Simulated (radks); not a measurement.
Coulomb parameter of the 4d shell of the palladium ion Pd2+ in the model configuration [Kr] 4d6.5 5s1.5, as a second difference U = [E(n + 0.5) + E(n - 0.5) - 2 E(n)] / (0.5)^2 with all orbitals relaxed. "Bare": the charge of the atom changes with n. "Screened": the 5s shell takes up the change at fixed total charge, which measures U(4d,4d) + U(5s,5s) - 2 U(4d,5s). Calculated with a radial shooting solver on a logarithmic mesh with Libxc functionals: scalar-relativistic Kohn-Sham, r2SCAN, spin-unpolarised, spherical densities, finite nucleus; meta-GGA in the generalised Kohn-Sham scheme; Fermi nuclear charge, rms radius 4.5318 fm.

case	configuration	E - E(n) (eV)
start	[Kr] 4d6.5 5s1.5	0.000
bare +0.5	[Kr] 4d7 5s1.5	-15.016
bare -0.5	[Kr] 4d6 5s1.5	18.563
screened +0.5	[Kr] 4d7 5s1	-5.139
screened -0.5	[Kr] 4d6 5s2	5.637

U(bare) = 14.189 eV, U(screened by 5s) = 1.992 eV, against the Slater integral F0(4d,4d) = 18.886 eV with frozen orbitals.
